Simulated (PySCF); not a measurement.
How methods differ on the electron affinity of Mo

Mo- [Kr] 4d5 5s2 (6S) → Mo [Kr] 4d5 5s1 (7S), as a difference of total energies. All numbers are calculated (PySCF 2.14, scalar relativity through the core potential, in aug-cc-pVTZ-PP with ECP28MDF (6s6p5d3f2g, 88 functions)). Correlated levels: valence: 4s2 4p6 frozen. The calculations carry no spin-orbit coupling.

```
           method  electron affinity (eV)
              UHF                  -0.275
    MP2 (valence)                   0.185
SCS-MP2 (valence)                   0.286
   CCSD (valence)                   0.540
CCSD(T) (valence)                   0.650
```

Errors of the correlated levels include the incompleteness of this basis and the frozen core.

A negative affinity means that the anion lies above the atom at that level of theory.

The coupled-cluster amplitudes are large for Mo- (T1 above 0.03 or a double amplitude above 0.15), so a single reference is strained.

For comparison: 0.747 eV (measured; photodetachment measurements, as compiled on the Wikipedia data page of electron affinities).
